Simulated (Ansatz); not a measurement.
Ansatz (a quantum-chemistry and plane-wave program) input (CCSD(T)/aug-cc-pV(D+d)Z):
A basis named .json is the Basis Set Exchange file of that set.

Ansatz 0.2 input:
```yaml
crystal:
  periodic: [false, false, false]
  atoms:
    - {symbol: C, position_ang: [-1.07726718, 0.31070560, -0.28901821]}
    - {symbol: S, position_ang: [0.51175678, -0.09098563, 0.09072573]}
    - {symbol: H, position_ang: [-1.72450539, -0.40846356, 0.28249763]}
basis:
  gaussian:
    orbitals: aug-cc-pV_D+d_Z.json
total_charge: -1
magnetization: {spin_polarized: false}
correlation: {method: ccsd_t, electrons: outside_noble_gas}
output: {forces: true}
```

Output:

```
Functional definition: HF
integrals: 0.04 GiB planned
635 factors; integrals over basis functions are off by at most 1.0e-3 eV
mean field: 0.12 GiB planned
mean field evaluation 1: about -11860.7014 eV, gradient 1.6e1 eV
mean field evaluation 2: about -11860.7015 eV, gradient 1.6e1 eV
mean field evaluation 4: about -11861.7772 eV, gradient 2.4e0 eV
mean field evaluation 8: about -11861.8405 eV, gradient 1.6e-1 eV
mean field evaluation 16: about -11861.8252 eV, gradient 1.1e0 eV
mean field evaluation 32: about -11861.1475 eV, gradient 1.2e1 eV
mean field evaluation 64: about -11857.8435 eV, gradient 1.5e-2 eV
mean field -11861.84094658 eV, -435.9146145421 hartree, gradient 2.8e-6 eV, S^2 0.000000; 3 other end points of the search recorded, 0 dependent functions left out; unrestricted orbitals would lower it
determinant -11861.84094658 eV, -435.9146145421 hartree, with singles and doubles -11870.18484391 eV, -436.2212471134 hartree
determinant -11857.84350379 eV, -435.7677112294 hartree, with singles and doubles -11866.84586675 eV, -436.0985419659 hartree
6 core orbitals not correlated
reference -11861.84094658 eV, -435.9146145421 hartree; 6, 6 occupied and 52, 52 virtual orbitals, 635 factors
densities: 0.16 GiB planned
second order -7.63648272 eV of doubles, -0.00000000 eV of singles
coupled cluster: 0.13 GiB planned
cycle   1  -8.32678999 eV  change   -1.6e-1 eV  update   2.0e-2
cycle   2  -8.33989801 eV  change   -1.3e-2 eV  update   5.5e-3
cycle   3  -8.34147853 eV  change   -1.6e-3 eV  update   3.2e-3
cycle   4  -8.34246781 eV  change   -9.9e-4 eV  update   1.3e-3
cycle   5  -8.34282680 eV  change   -3.6e-4 eV  update   6.5e-4
cycle   6  -8.34304609 eV  change   -2.2e-4 eV  update   2.9e-4
cycle   7  -8.34311900 eV  change   -7.3e-5 eV  update   1.3e-4
cycle   8  -8.34314090 eV  change   -2.2e-5 eV  update   5.8e-5
cycle   9  -8.34312849 eV  change    1.2e-5 eV  update   2.8e-5
cycle  10  -8.34312030 eV  change    8.2e-6 eV  update   1.5e-5
cycle  11  -8.34311749 eV  change    2.8e-6 eV  update   6.1e-6
cycle  12  -8.34311702 eV  change    4.7e-7 eV  update   3.2e-6
cycle  13  -8.34311695 eV  change    7.3e-8 eV  update   1.4e-6
coupled cluster: 0.13 GiB planned
perturbative correction -0.41283110 eV, -0.0151712630 hartree
the calculation of the forces begins
Total energy: -11870.59689462 eV, -436.2363896978 hartree
Atom 0 at    -1.077267     0.310706    -0.289018 Å, force    -0.394273     0.322181    -0.277265 eV/Å
Atom 1 at     0.511757    -0.090986     0.090726 Å, force     0.628705    -0.130788     0.127097 eV/Å
Atom 2 at    -1.724505    -0.408464     0.282498 Å, force    -0.234432    -0.191392     0.150168 eV/Å
Dipole moment:     0.229605    -0.296596     0.251109 e Å
```

It need not be the lowest isomer of its formula. Whether it binds its extra electron was not tested at this geometry.
